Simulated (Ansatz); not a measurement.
The cluster Si5H3⁺. The state is a singlet with charge 1. Geometry PBE-D4/def2-SVP.

```xyz
8

Si    1.074   -0.414   -0.925
Si   -2.438   -0.210    0.423
Si    0.603   -2.383    0.245
Si   -0.203   -0.350    1.249
Si   -0.813    0.879   -0.865
H     2.405    0.095   -1.412
H     0.203    0.075    2.630
H    -0.829    2.307   -1.346
```

B3LYP takes the VWN-RPA correlation. The restricted singlet is unstable towards broken spin symmetry in Hartree–Fock (as tested in another run); at HF/6-31G, PBE-D4/def2-TZVP, B3LYP-D4/6-31G, B3LYP-D4/def2-TZVP this wasn't settled. At HF/def2-TZVP the restricted singlet is unstable: a solution with broken spin symmetry lies lower. The structure comes from a short search, and lower isomers may exist.

(1) Estimate the orbital energies around the gap (eV) in Ansatz with HF/6-31G, HF/def2-TZVP, PBE-D4/def2-TZVP, B3LYP-D4/6-31G, B3LYP-D4/def2-TZVP.

Results:

(1) 
```csv
orbital,HF/6-31G,HF/def2-TZVP,PBE-D4/def2-TZVP,B3LYP-D4/6-31G,B3LYP-D4/def2-TZVP
HOMO−9,-24.17,-23.36,-17.59,-19.60,-18.90
HOMO−8,-22.97,-22.48,-16.92,-18.62,-18.19
HOMO−7,-20.42,-20.05,-15.26,-16.76,-16.37
HOMO−6,-20.13,-19.86,-15.00,-16.45,-16.14
HOMO−5,-18.45,-18.05,-13.78,-15.19,-14.75
HOMO−4,-15.56,-15.33,-11.82,-12.92,-12.64
HOMO−3,-14.42,-14.26,-11.49,-12.40,-12.08
HOMO−2,-14.41,-14.20,-11.19,-12.08,-11.92
HOMO−1,-13.60,-13.41,-10.75,-11.68,-11.39
HOMO,-12.85,-12.79,-10.43,-11.13,-11.02
LUMO,-5.24,-5.06,-8.86,-8.27,-8.22
LUMO+1,-5.00,-4.62,-8.45,-8.02,-7.81
LUMO+2,-2.99,-2.69,-6.83,-6.24,-6.12
LUMO+3,-2.64,-2.35,-6.38,-5.87,-5.70
LUMO+4,-1.70,-1.60,-5.63,-5.06,-4.95
LUMO+5,-1.65,-1.45,-5.56,-4.68,-4.83
```
